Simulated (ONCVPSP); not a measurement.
## Varying the ONCV potential for Cu

Base potential:

```
Element                 : copper
Generator               : ONCVPSP 4.0.1
Type                    : optimised norm-conserving Vanderbilt (ONCV)
Functional              : PBE
Relativity              : scalar-relativistic
Frozen core             : [Ne] 3s2
Valence charge          : 17
Reference configuration : 3p6 3d9 4s2
Partial waves           : 4s: rc 1.65 bohr, ncon 4, nbas 8, qcut 4.8 1/bohr, 2 projectors, debl 1.9 Ha; 3p: rc 0.90 bohr, ncon 4, nbas 8, qcut 13.8 1/bohr, 1 projector; 3d: rc 0.95 bohr, ncon 4, nbas 9, qcut 17.9 1/bohr, 2 projectors, debl 1.4 Ha
Local potential         : polynomial inside 0.90 bohr (lpopt 5, dvloc0 0 Ha)
Core correction         : none
```

All-electron outer shells of the reference configuration (PBE, scalar-relativistic, ld1.x):

```json
{"shell": "3s", "level (eV)": "-120.00", "outermost node (bohr)": "0.29", "outermost maximum (bohr)": "0.61"}
{"shell": "3p", "level (eV)": "-77.31", "outermost node (bohr)": "0.26", "outermost maximum (bohr)": "0.62"}
{"shell": "3d", "level (eV)": "-9.52", "outermost node (bohr)": "–", "outermost maximum (bohr)": "0.60"}
{"shell": "4s", "level (eV)": "-5.81", "outermost node (bohr)": "0.88", "outermost maximum (bohr)": "2.16"}
```

Cutoffs, loose and tight: the cutoffs (Ha) at which the residual kinetic energy of the hardest occupied pseudo-wave falls to 1 and 0.1 mHa per electron. They do not see the model core or the augmentation charge, which bear on the density cutoff. Test errors are all-electron minus pseudo excitation energies from the reference, over the configurations 3p6 3d10 4s1; 3p6 3d10 4s0; 3p6 3d9 4s0; 3p6 3d7 4s0. A dash means not determined; rows that change the core or the reference have their own tests. The largest error is taken over the tests solved by every variant that gives reliable tests at all: 3p6 3d10 4s0; 3p6 3d10 4s1; 3p6 3d9 4s0.

A true bound ghost makes a file unfit for plane-wave use even where its test errors are small: the radial tests pick states by their node count and pass the ghost by.

| change | outcome | cutoff, loose | cutoff, tight | bound ghosts | GHOST(+) flags above zero | largest test error (meV) |
| --- | --- | --- | --- | --- | --- | --- |
| base | generated | 115 Ha | 131 Ha | s | none | -108 |
| d: rc 0.68; local potential polynomial inside 0.68 bohr (lpopt 5, dvloc0 0 Ha) | generated | 148 Ha | 351 Ha | s | s | -112 |
| d: rc 0.88; local potential polynomial inside 0.88 bohr (lpopt 5, dvloc0 0 Ha) | generated | 122 Ha | 138 Ha | s | none | -109 |
| d: rc 1.06 | generated | 105 Ha | 121 Ha | s | none | -106 |
| d: rc 1.16 | generated | 100 Ha | 115 Ha | s | none | -104 |
| d: rc 1.36 | generated | 105 Ha | 119 Ha | s | none | -110 |

**Question.** What comes out with this change to the base: d: rc 0.8; local potential polynomial inside 0.80 bohr (lpopt 5, dvloc0 0 Ha)?

**Answer.** outcome: generated; cutoff, loose: 131 Ha; cutoff, tight: 147 Ha; bound ghosts: s; GHOST(+) flags above zero: s; largest test error (meV): -109.

**Question.** What comes out with this change to the base: d: rc 1.3?

**Answer.** outcome: generated; cutoff, loose: 103 Ha; cutoff, tight: 118 Ha; bound ghosts: s; GHOST(+) flags above zero: none; largest test error (meV): -106.

**Question.** What comes out with this change to the base: d: rc 1?

**Answer.** outcome: generated; cutoff, loose: 111 Ha; cutoff, tight: 126 Ha; bound ghosts: s; GHOST(+) flags above zero: none; largest test error (meV): -107.

Reading the sweep of the d radius (base included, trends over the rows without a ghost): Bound ghosts are found at 0.68, 0.8, 0.88, 0.95, 1, 1.06, 1.16, 1.3, 1.36 bohr. Every judged row has one, so this setting neither creates nor removes them.
